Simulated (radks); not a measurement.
Values are calculated unless marked as measured or tabulated.
The mean radii <r> (bohr) of the occupied orbitals of an atom or ion are listed with their occupations. Code: a radial shooting solver on a logarithmic mesh with Libxc functionals. Model: Dirac Kohn-Sham, PBE, spin-unpolarised, spherical densities, finite nucleus; Fermi nuclear charge, rms radius of each element as measured or else 0.836 A^(1/3) + 0.57 fm.

orbital      occ.      <r>
1s1/2           2  0.06644
2s1/2           2   0.3081
2p1/2           2   0.2722
2p3/2           4   0.2750
3s1/2           2   0.9395
3p1/2           2   0.9947
3p3/2           4    1.003
3d3/2         0.8    1.266
3d5/2         1.2    1.270
4s1/2           2    3.053
4p1/2    0.333333    3.988
4p3/2    0.666667    4.021

Name the element and its charge. Open shells, if any, are shared by 2j + 1.

Answer. Z = 23, vanadium, charge 0: V in [Ar] 3d2 4s2 4p1. The 1s radius gives Z: for a bare nucleus <r> = (2 gamma + 1)/(2Z) with gamma = sqrt(1 - (Z/c)^2), 0.0646 bohr for Z = 23, and screening makes it slightly larger (0.06644 here). The occupations add up to 23, and the charge is Z minus that.
